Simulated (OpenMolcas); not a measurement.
**Fe II: effect of the active space**

```
Program             : OpenMolcas
Method              : CASSCF or its RAS form
Basis               : ANO-RCC-VTZP
Scalar Hamiltonian  : DKH2, point nucleus
Spin-orbit coupling : RASSI with atomic mean-field integrals over the reference wave functions, term energies averaged over their components
```

A. 7 electrons in 6 orbitals (3d 4s); 2S+1 = 6 even, 6 roots; 2S+1 = 4 even, 35 roots; 2S+1 = 2 even, 58 roots; cost about 80 core-seconds
B. 7 electrons in 9 orbitals (RAS2 3d 4s; RAS3 4p, at most 2 electrons); 2S+1 = 6 even, 6 roots; 2S+1 = 4 even, 47 roots kept (CI in the orbitals of an earlier block); 2S+1 = 2 even, 70 roots kept (CI in the orbitals of an earlier block); 2S+1 = 6 odd, 18 roots (15 in the spin-orbit step); 2S+1 = 8 odd, 3 roots kept (CI in the orbitals of an earlier block); 2S+1 = 4 odd, 15 roots kept (CI in the orbitals of an earlier block); cost roughly 3 core-minutes
C. 7 electrons in 11 orbitals (3d 4s 4d); 2S+1 = 6 even, 5 roots; 2S+1 = 4 even, 12 roots kept (CI in the orbitals of an earlier block); cost of the order of 8 core-minutes

Energies in cm⁻¹ above 3d⁶ 4s ⁶D_9/2, the measured ground level; measured values from NIST Handbook of Basic Atomic Spectroscopic Data.

| Level | A | B | C | Measured |
| --- | --- | --- | --- | --- |
| 3d⁶ 4s ⁶D_9/2 | 0.0 | 0.0 | 0.0 | 0.0 |
| 3d⁶ 4s ⁶D_7/2 | 393 | 387 | 350 | 385 |
| 3d⁶ 4s ⁶D_5/2 | 686 | 679 | 622 | 668 |
| 3d⁶ 4s ⁶D_3/2 | 889 | 883 | 818 | 863 |
| 3d⁶ 4s ⁶D_1/2 | 1008 | 1004 | 935 | 977 |

Deviations, from unrounded energies. A percentage is the sum of absolute deviations over the sum of measured energies, with the sign that they share, or ± where signs differ.

```csv
Against measurement,Levels,A,B,C
mean absolute deviation (cm-1),4,21,15,42
fine structure of the ground term (%),4,+2.9,+2.1,-5.8
```

B lies closest to measurement on these levels and C furthest from it. The largest miss of B in the table is 3d⁶ 4s ⁶D_1/2, by +26 cm-1. The ranking rests on the paired levels alone, and a cruder setting can come out closer through cancelling errors.

The spin-orbit steps hold different terms of 3d⁶ 4s (A lacks a ²D, a ²F, a ⁴D; C lacks among others ²D, ²F, ²G, ²H, ²I), which shifts levels as well.

Among A to C the level of the table that moves most is 3d⁶ 4s ⁶D_1/2, by 73 cm-1 (lowest in C, highest in A).

Without dynamic correlation excited terms often stand tens of per cent too high (terms of higher spin than the ground term too low), and those without a measured partner can miss by more than the paired ones. No level of 3d⁷ was computed, though it lies in the active space (holds for A). Some high roots are left out of the spin-orbit mixing, which shifts the levels that they would mix with (holds for B). Active for correlation alone: 4d; no level in the range computed is led by a configuration that fills it, so any true level of that kind is missing (holds for C). Computed and measured levels are paired by configuration, term and J; levels that our copy of the source lacks, or whose pairing is in doubt (as where it misses far off the trend of its configuration), stay unpaired and out of the deviations. Only configurations of the active space appear. Levels that lie high or do not pair safely by name in every column are left out.
